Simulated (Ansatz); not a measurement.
`C[CH](C)[Al]([NH2])[CH](C)C` + `OCCCF` → `COCCCF` + `C[CH2][Al]([NH2])[CH](C)C`  (substitution at a C–C bond)

Isolated molecules relaxed with PBE0-D4/def2-TZVP in Ansatz; ΔE leaves out vibrations. CBS: MP2 limit from def2 TZ/QZ plus the TZ coupled-cluster correction, frozen cores. DFT in def2-TZVPP. B3LYP here is the variant with VWN-RPA as its local correlation; programs differ in this. One conformer a species, not always the lowest.

`C[CH](C)[Al]([NH2])[CH](C)C`:

Cartesian coordinates in Å:
```
C 1.644 1.044 2.114
C 0.506 0.245 1.483
C -0.814 0.522 2.210
Al 0.333 0.551 -0.460
N 1.183 1.944 -1.160
C -0.688 -0.623 -1.675
C 0.220 -1.733 -2.213
C -1.938 -1.223 -1.035
H 1.730 0.842 3.189
H 2.613 0.819 1.661
H 1.480 2.122 2.009
H 0.731 -0.824 1.611
H -1.639 -0.082 1.822
H -1.109 1.573 2.120
H -0.731 0.310 3.283
H 1.780 2.573 -0.647
H 1.146 2.220 -2.128
H -1.003 -0.008 -2.529
H -0.318 -2.387 -2.911
H 0.591 -2.377 -1.407
H 1.092 -1.340 -2.743
H -1.689 -1.825 -0.154
H -2.651 -0.459 -0.711
H -2.467 -1.887 -1.731
```

`OCCCF`:

Cartesian coordinates in Å:
```
O -0.564 -0.308 -2.086
C -0.460 -0.570 -0.701
C 0.295 0.576 -0.068
C 0.435 0.435 1.424
F 1.183 -0.691 1.738
H -0.963 -1.068 -2.513
H 0.072 -1.511 -0.514
H -1.456 -0.653 -0.241
H -0.234 1.512 -0.279
H 1.285 0.656 -0.526
H -0.540 0.323 1.911
H 0.946 1.300 1.855
```

`COCCCF`:

Z-matrix (Å, degrees):
```
C
O 1 1.400
H 1 1.090 2 107.7
H 1 1.099 2 111.5 3 -119.4
H 1 1.099 2 111.5 3 119.4
C 2 1.405 1 112.5 3 -179.8
C 6 1.511 2 109.1 1 179.7
H 6 1.103 2 109.9 1 -59.0
H 6 1.100 2 110.2 1 58.7
C 7 1.509 6 112.2 2 62.0
H 7 1.094 6 108.9 2 -177.1
H 7 1.093 6 109.6 2 -59.7
F 10 1.385 7 109.8 6 177.3
H 10 1.096 7 111.1 6 58.4
H 10 1.092 7 111.3 6 -63.2
```

`C[CH2][Al]([NH2])[CH](C)C`:

Z-matrix (Å, degrees):
```
C
C 1 1.529
H 1 1.095 2 112.4
H 1 1.094 2 111.6 3 -120.3
H 1 1.094 2 111.6 3 120.2
Al 2 1.964 1 115.7 3 -179.9
H 2 1.098 1 110.0 3 57.2
H 2 1.098 1 109.9 3 -57.1
C 6 1.973 2 122.8 1 -177.7
N 6 1.775 2 117.8 1 1.7
C 9 1.529 6 111.7 2 -53.9
C 9 1.530 6 111.0 2 69.6
H 9 1.098 6 107.6 2 -172.5
H 10 1.007 6 125.1 2 179.6
H 10 1.007 6 125.0 2 -0.6
H 11 1.095 9 111.5 6 59.7
H 11 1.094 9 112.5 6 -60.7
H 11 1.098 9 111.4 6 178.9
H 12 1.096 9 111.6 6 -60.5
H 12 1.098 9 111.4 6 -179.5
H 12 1.094 9 112.5 6 60.1
```

Q: Is it downhill or uphill in electronic energy at CCSD(T)/CBS, and by how much? (Estimate.)

A: Computed: Uphill: ΔE = +30.0 kJ/mol.

Q: What do these levels give: PBE-D4, r2SCAN-D4, PBE0-D4, ωB97M-V, B2PLYP, PBE0, B3LYP, HF/def2-TZVPP, SCS-MP2/def2-TZVPP, SCS-MP2/def2-QZVPP, HF/CBS(def2), MP2/CBS(def2)? (Best estimate.)

A: The calculation gave: PBE-D4 26.3, r2SCAN-D4 24.5, PBE0-D4 27.5, ωB97M-V 26.6, B2PLYP 22.0, PBE0 24.3, B3LYP 17.0, HF/def2-TZVPP 13.0, SCS-MP2/def2-TZVPP 27.1, SCS-MP2/def2-QZVPP 28.5, HF/CBS(def2) 12.8, MP2/CBS(def2) 34.6 kJ/mol.

Largest T1 diagnostic among the species: 0.010.

The D4 term adds +5.5 kJ/mol with B3LYP and +3.2 kJ/mol with PBE0; it sums over pairs of atoms, weighted by their polarisabilities, and B3LYP, whose exchange is more repulsive, gets the larger term. In def2-TZVPP, CCSD(T) changes the Hartree–Fock value by +14.7 kJ/mol (the triples alone add +1.3 kJ/mol) and MP2 by +19.3 kJ/mol.
